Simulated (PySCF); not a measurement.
A structure optimised at B3LYP-D3(BJ)/def2-SVP, used in a PySCF frequency run:

```xyz
7

Ta     0.0120    -0.0050     0.0000
N     -0.0536    -1.7736     0.0000
H     -0.0574    -2.7869     0.0000
F      0.9103     0.5589     1.5740
F      0.9103     0.5589    -1.5740
O     -1.7732     0.6573     0.0000
H     -2.6462     0.2477     0.0000
```
Charge 0, spin multiplicity 1.

Write its SMILES, formula and point group.

[NH]=[Ta]([OH])([F])[F], F₂H₂NOTa, Cs

What are its rotational constants (standard atomic weights)?

3.1681, 3.0682, 2.7605 GHz
